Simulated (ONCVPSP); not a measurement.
**Cr: excitation energies, all-electron against ONCV**

* Element: chromium (Cr)
* Generator: ONCVPSP 4.0.1
* Type: optimised norm-conserving Vanderbilt (ONCV)
* Functional: LDA (Perdew-Zunger)
* Relativity: scalar-relativistic
* Frozen core: [Ne]
* Valence charge: 14
* Reference configuration: 3s2 3p6 3d5 4p1
* Partial waves: 3s: rc 1.45 bohr, ncon 3, nbas 8, qcut 9.5 1/bohr, 1 projector; 3p+4p: rc 1.75 bohr, ncon 3, nbas 7, qcut 6.6 1/bohr, 2 projectors; 3d: rc 1.55 bohr, ncon 3, nbas 7, qcut 8.6 1/bohr, 2 projectors, debl 3.5 Ha
* Local potential: polynomial inside 1.40 bohr (lpopt 5, dvloc0 3 Ha)
* Core correction: Teter function, fcfact 1.75, rcfact 1.6

Energies are relative to the spin-unpolarised reference configuration 3s2 3p6 3d5 4p1; without spin polarisation the order of configurations can differ from experiment.

Problem. Give the all-electron excitation energy and the error of the potential for: 3s2 3p6 3d5 4s1 4p0; 3s2 3p6 3d5 4p0; 3s2 3p6 3d4 4p0; 3s2 3p6 3d4 4s2 4p0.

Solution.

```
valence configuration  charge  ΔE all-electron (eV)  error AE − PS (meV)
  3s2 3p6 3d5 4s1 4p0       0                -3.204                 +194
      3s2 3p6 3d5 4p0      +1                 3.937                 +0.5
      3s2 3p6 3d4 4p0      +2                20.280                 +3.6
  3s2 3p6 3d4 4s2 4p0       0                -3.261                 +528
```

Levels in the configuration 3s2 3p6 3d5 4p0:

| level | all-electron (eV) | pseudo (eV) |
| --- | --- | --- |
| 3s | -80.635 | -80.633 |
| 3p | -52.458 | -52.461 |
| 3d | -10.163 | -10.168 |
